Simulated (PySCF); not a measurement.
C₄H₅FO₂, SMILES C[C@H]1OC=C(F)O1.

Geometry optimised at PBE-D3(BJ)/def2-SVP. The structure was generated by enumeration; whether it is a known compound was not checked. One conformer was computed; it need not be the lowest.

These are SMD-M06-2X/def2-SVP (PySCF) values and carry that method's errors.

Solvation free energies are E(SMD) − E(gas) at the gas-phase geometry, for 1 M in both phases. In vacuum the dipole moment is 1.38 D.

Computed solvation free energies in water, tetrahydrofuran, 2-propanol:
```
solvent          ΔG(solv) (kcal/mol)  its non-electrostatic (CDS) part  dipole (D)
---------------  -------------------  --------------------------------  ----------
water                           -1.8                               4.4        1.70
tetrahydrofuran                 -3.4                              -0.2        1.65
2-propanol                      -3.4                               1.8        1.68
```
